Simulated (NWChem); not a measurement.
System: VNH3O2Cl; SMILES [NH]=[V]([OH])([OH])[Cl]

```xyz
8

V      0.0859     0.2443     0.0000
N     -1.4237     0.7905     0.0000
H     -2.4192     0.9996     0.0000
Cl    -0.0187    -1.9578     0.0000
O      0.9089     0.8295     1.4391
H      0.4320     1.3114     2.1323
O      0.9089     0.8295    -1.4391
H      0.4320     1.3114    -2.1323
```
Atoms are numbered in this order, from 1.

Results from NWChem. Pople sets run with spherical d functions. STO-3G and 3-21G are far too small for this property and stand as cheap habits. Coordinates come from a B3LYP/6-31G* (spherical d) optimisation. No frequency run checked for a minimum. GIAO values for the isolated, static molecule; σ is the absolute isotropic shielding, δ = σ(reference) − σ with the isolated reference molecule computed at the same levels (1H: tetramethylsilane, 15N: ammonia, 17O: water).

```json
[
 {"level": "B3LYP/6-31G*", "σ V1 (ppm)": "-1284.3", "δ N2 (ppm)": "439.6", "δ H3 (ppm)": "5.95", "σ Cl4 (ppm)": "463.6", "δ O5 (ppm)": "386.4", "δ H6 (ppm)": "12.20", "relative time": "10"},
 {"level": "Hartree-Fock/6-31G*", "σ V1 (ppm)": "-1967.4", "δ N2 (ppm)": "631.9", "δ H3 (ppm)": "0.46", "σ Cl4 (ppm)": "646.9", "δ O5 (ppm)": "412.5", "δ H6 (ppm)": "13.43", "relative time": "10"},
 {"level": "Hartree-Fock/STO-3G", "σ V1 (ppm)": "602.3", "δ N2 (ppm)": "227.1", "δ H3 (ppm)": "4.20", "σ Cl4 (ppm)": "1112.1", "δ O5 (ppm)": "135.9", "δ H6 (ppm)": "7.92", "relative time": "1"},
 {"level": "PBE/pcSseg-1", "σ V1 (ppm)": "-1363.0", "δ N2 (ppm)": "450.4", "δ H3 (ppm)": "5.73", "σ Cl4 (ppm)": "401.4", "δ O5 (ppm)": "406.1", "δ H6 (ppm)": "12.02", "relative time": "10"},
 {"level": "PBE0/pcSseg-1", "σ V1 (ppm)": "-1515.3", "δ N2 (ppm)": "516.9", "δ H3 (ppm)": "5.35", "σ Cl4 (ppm)": "435.4", "δ O5 (ppm)": "432.7", "δ H6 (ppm)": "12.82", "relative time": "20"}
]
```

Times are rough ratios from one shared machine.
